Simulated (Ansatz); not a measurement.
Worked example: the enthalpy of CH3Br + H2O → CH4O + HBr

Species: CH3Br (bromomethane) `CBr`, singlet; H2O `O`, singlet; CH4O (methanol) `CO`, singlet; HBr (hydrogen bromide), singlet. The partners trade Br for OH: C–Br and H–OH bonds give way to C–OH and H–Br.

Shapes, held fixed at every level: PBE0-D4/def2-TZVP. Programs: Ansatz 0.2.0. The zero-point and thermal terms to 298 K, harmonic and unscaled (PBE0-D4/def2-TZVP), stand in the table.

At CCSD(T)/def2-TZVPP; 1 Eh = 2625.50 kJ/mol:

```
species   energy (Eh)  H(298 K) − E (kJ/mol)  tabulated ΔfH (kJ/mol)
  CH3Br  -2612.542543                  108.4                   -36.4
    H2O    -76.337011                   66.4                  -241.8
   CH4O   -115.555339                  146.3                  -200.7
    HBr  -2573.308574                   24.6                   -35.9
```

Task: Work out the reaction enthalpy at 298 K from the calculation and from the table of heats.

Result: 
1. Electronic: (-115.555339) + (-2573.308574) − [(-2612.542543) + (-76.337011)] = 0.015641 Eh = +41.1 kJ/mol.
2. Zero-point and thermal: (146.3) + (24.6) − [(108.4) + (66.4)] = -3.9 kJ/mol.
3. Computed ΔH = +37.2 kJ/mol.
4. From the heats of formation (Active Thermochemical Tables): (-200.7) + (-35.9) − [(-36.4) + (-241.8)] = +41.6 kJ/mol.
5. Computed less tabulated: -4.4 kJ/mol. Tabulated heats carry uncertainties of their own.

Relativity is left out for Br. Outer-core shells of Br are correlated, in sets that cover them unevenly.
